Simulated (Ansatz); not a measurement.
A structure relaxed at r2SCAN-D4/def2-SVP in Ansatz, charge 0, singlet:

```
atom   x (Å)   y (Å)   z (Å)
 Si1   0.333  -0.472  -0.273
 Cl2   1.385  -1.979  -1.125
  O3   1.225   0.934  -0.131
  C4   2.380   1.015   0.601
  C5   2.980   2.384   0.515
  O6   2.810   0.078   1.220
  H7   3.918   2.419   1.082
  H8   2.267   3.123   0.912
  H9   3.155   2.645  -0.539
 O10  -0.190  -0.849   1.269
 C11  -1.022  -1.903   1.539
 C12  -1.275  -2.029   3.009
 O13  -1.465  -2.604   0.669
 H14  -1.926  -2.889   3.206
 H15  -1.741  -1.104   3.383
 H16  -0.317  -2.140   3.539
 O17  -1.034  -0.071  -1.144
 C18  -0.994   0.364  -2.442
 C19  -2.372   0.596  -2.979
 O20   0.044   0.528  -3.027
 H21  -2.319   0.904  -4.029
 H22  -2.872   1.373  -2.380
 H23  -2.969  -0.322  -2.872
```

Q: Give its formula, name or SMILES.

A: SiCl(OAc)3 (C6H9ClO6Si).

Q: Summarise the bond lengths by kind (pairs closer than 1.2 times the sum of covalent radii, bridged metal pairs left out).

A: 6 × C–O 1.20 to 1.37 Å; 3 × C–C 1.50 Å; 3 × O–Si 1.67 Å; 1 × Cl–Si 2.03 Å; 9 × C–H 1.10 Å.
